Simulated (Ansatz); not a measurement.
`[NH2][Ti]([F])([F])[F]` + H₂Se → `[F][Ti]([F])([F])[SeH]` + NH₃ at 500 K and 1 bar (ligand exchange at a Ti–N bond).

Isolated molecules relaxed with PBE0-D4/def2-TZVP in Ansatz; ΔE leaves out vibrations. CBS: MP2 limit from def2 TZ/QZ plus the TZ coupled-cluster correction, frozen cores. This one scheme is used for every species. For Se, Ti outer-core shells are correlated without core-valence functions, which leaves a few kJ/mol of doubt a bond. Scalar relativity is left out up to krypton. One conformer a species, not always the lowest.

| species | CCSD(T)/CBS energy (Eh) | H − E (kJ/mol) | S (J/(mol·K)) |
| --- | --- | --- | --- |
| `[NH2][Ti]([F])([F])[F]` | -1204.44931 | 127.1 | 416.2 |
| H₂Se | -2401.89790 | 53.1 | 237.8 |
| `[F][Ti]([F])([F])[SeH]` | -3549.84726 | 83.1 | 427.6 |
| NH₃ | -56.50880 | 108.2 | 211.8 |

H − E and S are ideal-gas, rigid-rotor, harmonic terms from PBE0-D4/def2-TZVP, for one conformer and one mirror image of each species. 1 Eh = 2625.50 kJ/mol, R = 8.31446 J/(mol·K).

**Question.** By hand: ΔE, ΔH, ΔS and ΔG.

**Answer.** ΔE = (-3549.84726) + (-56.50880) − (-1204.44931) − (-2401.89790) = -0.00885 Eh = -23.2 kJ/mol. Δ(H − E) = 83.1 + 108.2 − 127.1 − 53.1 = 11.1, so ΔH = -12.1 kJ/mol. ΔS = 427.6 + 211.8 − 416.2 − 237.8 = -14.6 J/(mol·K). ΔG = -12.1 − 500 × (-14.6)/1000 = -4.8 kJ/mol.

**Question.** By hand: the equilibrium constant, and the temperature at which ΔG would vanish if ΔH and ΔS stayed fixed.

**Answer.** log₁₀ K = −ΔG/(RT ln 10) = 0.5. ΔG = 0 at ΔH/ΔS = 829 K, though so small a ΔS makes that figure unsure.

TΔS isn't small against ΔH here. The sign of ΔG lies within the doubt. A doubt of 5 kJ/mol in ΔE shifts log₁₀ K by 0.5 here. Other conformers and mirror images would add mixing entropy, several J/(mol·K) or more a flexible species. Modes under 60 cm⁻¹, often nearly free rotors, make the harmonic entropy too high. These are equilibria of isolated gas molecules and say nothing of rates. Largest T1 diagnostic: 0.024 (customary marks: 0.02 for closed shells, 0.045 for open ones).
